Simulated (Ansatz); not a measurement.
Geometry optimisation, RHF/def2-SVP (Ansatz).

The input (input.yaml):

```yaml
crystal:
  periodic: [false, false, false]
  atoms:
    - { symbol: Si, position_ang: [-0.7331, -0.4557, 0.5279] }
    - { symbol: Cl, position_ang: [1.4748, -1.6112, 0.443] }
    - { symbol: H, position_ang: [-0.9088, -1.2497, -0.6761] }
    - { symbol: H, position_ang: [-0.2098, -0.047, 1.8176] }
    - { symbol: "N", position_ang: [-2.3811, -0.0719, 0.788] }
    - { symbol: H, position_ang: [1.2435, 1.0656, -0.7427] }
    - { symbol: F, position_ang: [0.0784, 1.09, -0.4459] }
    - { symbol: H, position_ang: [2.3292, -0.3055, -0.3519] }
    - { symbol: O, position_ang: [2.4472, 0.7664, -1.0224] }
    - { symbol: H, position_ang: [-3.0889, -0.1984, 0.0848] }
    - { symbol: H, position_ang: [-2.6963, 0.5508, 1.5113] }
    - { symbol: H, position_ang: [2.445, 0.4665, -1.9336] }
basis:
  gaussian: { orbitals: def2-SVP }
hamiltonian:
  xc: hf
relax:
  f_tol: 0.15
  max_steps: 25
  restrain:
    - { distance: [0, 6], at: 2.98, k: 30.0 }
    - { distance: [5, 8], at: 2.27, k: 30.0 }
    - { distance: [7, 1], at: 2.63, k: 30.0 }
    - { distance: [0, 1], at: 2.13, k: 30.0 }
    - { distance: [5, 6], at: 0.88, k: 30.0 }
    - { distance: [7, 8], at: 0.97, k: 30.0 }
output:
  orbitals: {}
```

Run as:

```bash
$ ansatz run input.yaml --threads 2 --pin off --max-ram 3072MiB --backend cpu --events-out ev --progress --plain --runs-dir out
```

Task: Where does it end, and by what steps?

Result: It converged. The restraints hold the end off the free minimum. After 14 steps the energy has fallen by 2.365 eV (the restraints' own energy left out); F7 moved furthest, 1.25 Å. Joined: H6–F7 (1.20 → 0.90 Å), H8–O9 (1.27 → 0.96 Å).

| step | energy less start (eV) | largest force component (eV/Å) | accepted |
| --- | --- | --- | --- |
| 0 | 0.0000 | 2.843 | yes |
| 1 | -0.3697 | 3.109 | yes |
| 2 | 0.3917 | 11.968 | yes |
| 3 | -0.0448 | 2.277 | yes |
| 4 | -0.2181 | 1.238 | yes |
| 5 | -0.5083 | 1.162 | yes |
| 6 | -0.9198 | 1.501 | yes |
| 7 | -1.3761 | 1.792 | yes |
| 8 | -1.7925 | 1.239 | yes |
| 9 | -2.1342 | 1.059 | yes |
| 10 | -2.3079 | 0.492 | yes |
| 11 | -2.3298 | 0.539 | yes |
| 12 | -2.3409 | 0.577 | yes |
| 13 | -2.3533 | 0.726 | yes |
| 14 | -2.3647 | 0.673 | yes |

```xyz
12
Properties=species:S:1:pos:R:3
Si -0.690 -0.303 0.397
Cl 0.543 -2.001 0.759
H -0.700 -0.187 -1.060
H -0.050 0.747 1.186
N -2.287 -0.513 0.944
H 1.040 1.924 -0.863
F 0.205 2.255 -0.865
H 2.438 -0.463 -0.224
O 2.525 0.219 -0.887
H -2.972 -1.024 0.423
H -2.544 -0.417 1.907
H 2.492 -0.239 -1.715
```

The run took 24 s on 2 threads of AMD EPYC 7R43 64-Core Processor (Zen 3), on a shared host, peak memory 0.25 GiB.
